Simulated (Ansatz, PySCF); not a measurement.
CH3IMgS. Atoms are numbered in the order given.

```xyz
7

Mg    -0.0085    -0.5990    -0.5815
I      0.4602     0.9794     1.3756
S     -0.3904    -2.0440    -2.3282
C     -1.8999    -1.3740    -3.1238
H     -2.7676    -1.3909    -2.4497
H     -2.1222    -2.0279    -3.9782
H     -1.7518    -0.3549    -3.5073
```

Coordinates come from a PBE0-D3(BJ)/def2-SVP optimisation. The def2 effective core potentials stand for the cores of I; spin–orbit coupling is left out. Other conformers were not sampled.

Vertical ionisation energy (IE) and electron affinity (EA) in eV. Rows of orbital energies are one-electron estimates. Where ΔSCF, EOM or ADC give a negative EA the extra electron is unbound and the value depends on the basis.

```
level                                                                  IE    EA
-------------------------------------------------------------------  ----  ----
−ε(HOMO), −ε(LUMO), r2SCAN/def2-TZVP (PySCF)                            ?     ?
−ε(HOMO), −ε(LUMO), PBE/def2-TZVP (PySCF)                            5.60  2.32
ΔSCF, PBE0/def2-SVPD (Ansatz), final states of multiplicity 2 and 2  8.77  0.41
ΔSCF, PBE/def2-SVPD (Ansatz), final states of multiplicity 2 and 2   8.45  0.48
```

### Question
What belongs in the gaps? (An estimate is asked for; the answer gives what the named calculation found.)

### Answer

- −ε(HOMO), −ε(LUMO), r2SCAN/def2-TZVP (PySCF), IE: 5.83
- −ε(HOMO), −ε(LUMO), r2SCAN/def2-TZVP (PySCF), EA: 1.94

### Question
What vertical singlet–triplet gap does ΔSCF give with PBE0/def2-SVPD (Ansatz, an electronic-structure program) and with PBE/def2-SVPD (Ansatz)? (Estimate from the structure and the level; the computed values follow.)

### Answer
3.88 and 3.52 eV (triplet above singlet where positive).
